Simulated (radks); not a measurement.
Values are calculated unless marked as measured or tabulated.
Spherical quantum dot in the effective-mass picture: electrons in a well V = -V0 / (1 + exp((r - R)/a)) with V0 = 4.83, R = 5.08, a = 0.6, all in effective atomic units (hartree* = m*/eps^2 hartree, bohr* = eps/m* bohr), one dielectric constant everywhere. Level of theory: non-relativistic Kohn-Sham, PBEsol, spin-polarised, spherical densities (a radial shooting solver with Libxc functionals). Levels are named by radial order and angular momentum (1s, 1p, 1d, 2s, ...), and open shells are averaged over m. Results are scaled to m* = 0.255 and eps = 13.3, for which hartree* = 39.23 meV and bohr* = 2.76 nm.

N = 9, configuration 1s2 1p6 1d(up 1, down 0). This is the lowest configuration that the search found. Occupied and some empty levels:

level    occupation  eigenvalue (meV)  <r> (nm)
1s up             1           -80.402     7.907
1s down           1           -79.901     7.850
1p up             3           -74.349     8.685
1p down           3           -73.745     8.657
1d up             1           -65.341     9.301
1d down           0           -64.673     9.288
2s up             0           -54.965     7.022
2s down           0           -54.705     7.032
1f up             0           -54.020     9.825
1f down           0           -53.317     9.821
2p up             0           -41.955     8.190
2p down           0           -41.598     8.192

Energy (meV): total -1104.66, kinetic 115.67, external -1589.5, Hartree 462.80, exchange-correlation -93.619.

Electron density:

r (nm)  n(r) (e/nm^3)
0.799       0.0004499
2.13        0.0006227
3.47        0.0009463
4.80         0.001372
6.14         0.001768
7.47         0.001920
8.80         0.001653
10.1         0.001041
11.5        0.0004380
12.8        0.0001177
14.1       0.00002055
15.5        2.514e-06
16.8        2.414e-07
